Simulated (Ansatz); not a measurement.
`OB1NB(S)O1`. Total charge 0; spin multiplicity 1.

```xyz
9

O    -1.0295    2.1027    0.0489
B    -0.4516    0.8896    0.0245
N     0.8810    0.3646   -0.1450
B     0.1729   -0.8691    0.0179
S     0.6926   -2.5861    0.0221
O    -1.1204   -0.3417    0.1839
H    -0.4165    2.8295   -0.0769
H     1.8184    0.6715   -0.3026
H    -0.5468   -3.0609    0.2272
```

Task: What are the harmonic wavenumbers in cm⁻¹ at PBE0-D4/def2-TZVP (Ansatz, finite differences of forces, unscaled)? (An estimate is asked.)

Result: Ansatz gave: 49, 211, 316, 366, 424, 428, 480, 519, 713, 741, 793, 882, 981, 1017, 1065, 1313, 1371, 1560, 2719, 3757, 3913.

Task: Is this a minimum?

Result: Yes, all 21 modes are real.

Task: Give the ideal-gas thermochemistry at 298.15 K and 1 bar (rigid rotor, harmonic oscillator; point group Cs, symmetry number 1).

Result: Zero-point energy 141.3 kJ/mol; H(298) − E = 160.7 kJ/mol; entropy 336.3 J/(mol·K), of which translation 166.6, rotation 112.7, vibration 57.0; G(298) − E = 60.4 kJ/mol. Modes under 100 cm⁻¹ are hindered rotations or soft bends, so the harmonic entropy is rough.

Task: And at 400, 500, 600, 800 and 1000 K?

Result: 
| T (K) | H − E (kJ/mol) | S (J/mol/K) | G − E (kJ/mol) |
| --- | --- | --- | --- |
| 400 | 172.1 | 369.2 | 24.4 |
| 500 | 185.0 | 398.0 | -14.0 |
| 600 | 199.2 | 423.9 | -55.1 |
| 800 | 230.2 | 468.3 | -144.4 |
| 1000 | 263.6 | 505.6 | -241.9 |

Task: Rotational constants (cm⁻¹)?

Result: 0.4047, 0.05121, 0.04546.
